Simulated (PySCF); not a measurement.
Constitutional and geometric isomers with formula C3H4S. Gas-phase values, no solvent. One relaxed conformer stands for each flexible species; it need not be the lowest. Strings in code marks are SMILES.

The four lowest singlet excitations (Tamm–Dancoff). Computed with M06-2X/def2-TZVP // PBE0-D3(BJ)/def2-TZVP (PySCF). Excitations are Tamm–Dancoff values on a coarser integration grid. The basis has no diffuse functions, so Rydberg states are missing or too high.

```csv
state,energy (eV),wavelength (nm),oscillator strength
S1,5.20,238,0.003
S2,5.84,212,0.003
S3,6.61,188,0.053
S4,6.88,180,0.019
```

Which member gives these states?
(A) `SC1C=C1` (H–S–C–C torsion 152°)
(B) `C=C=CS`
(C) `SC1=CC1` (H–S–C–C torsion 180°)
(D) `C=CC=S` (C–C–C–S torsion 180°)

A, `SC1C=C1` (H–S–C–C torsion 152°)
